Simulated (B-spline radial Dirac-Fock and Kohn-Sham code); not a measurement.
# Scattering functions of Au⁺

System: Au⁺ in the configuration [Xe] 4f14 5d9 6p1 (not the ground configuration).

Input file task.json (cfg lists n, l and occupation; rrms is the nuclear radius in fm):

```json
{"items": [{
  "Z": 79,
  "q": 1,
  "cfg": [[1, 0, 2], [2, 0, 2], [2, 1, 6], [3, 0, 2], [3, 1, 6], [3, 2, 10], [4, 0, 2], [4, 1, 6], [4, 2, 10], [4, 3, 14], [5, 0, 2], [5, 1, 6], [5, 2, 9], [6, 1, 1]],
  "A": 197,
  "rrms": 5.4371,
  "do": ["scatter"],
  "s": [0.0, 0.06, 0.07, 0.09, 0.11, 0.14, 0.17, 0.21, 0.27, 0.33, 0.41, 0.51, 0.63, 0.78, 0.96, 1.2, 1.48, 1.84, 2.28, 2.82, 3.5, 4.34, 5.38],
  "pz": [0, 0.1, 0.13, 0.18, 0.24, 0.32, 0.43, 0.57, 0.77, 1.0, 1.4, 1.8, 2.5, 3.3, 4.4, 5.9, 7.9, 11.0, 14.0, 19.0, 25.0],
  "hv_scatter": [1000, 2000, 5000, 8047.8, 20000, 30000, 100000, 500000]
}]}
```

Launch: `python xray_run.py task.json out`

Calculated with a radial B-spline solver, using Dirac-Fock orbitals of the configuration average with a finite nucleus. f₀ is the Fourier transform of the spherical electron density, S the Waller-Hartree incoherent function, and s = sin θ/λ.

```csv
s (Å⁻¹),f₀,S
0,78.000,0.000
0.06,76.569,1.684
0.07,76.094,2.178
0.09,74.997,3.229
0.11,73.749,4.318
0.14,71.681,5.963
0.17,69.462,7.584
0.21,66.383,9.653
0.27,61.742,12.543
0.33,57.323,15.296
0.41,52.028,18.886
0.51,46.430,23.157
0.63,40.917,27.687
0.78,35.251,32.297
0.96,29.630,36.719
1.2,23.788,41.654
1.48,19.191,46.604
1.84,15.792,52.004
2.28,13.261,57.126
2.82,10.638,61.452
3.5,7.875,65.078
4.34,5.833,68.158
5.38,4.685,70.781
```

f₀ starts at the number of electrons, 78, and has fallen to half at s ≈ 0.68 Å⁻¹. The sum of ⟨r²⟩ over the electrons is 57.51 bohr².
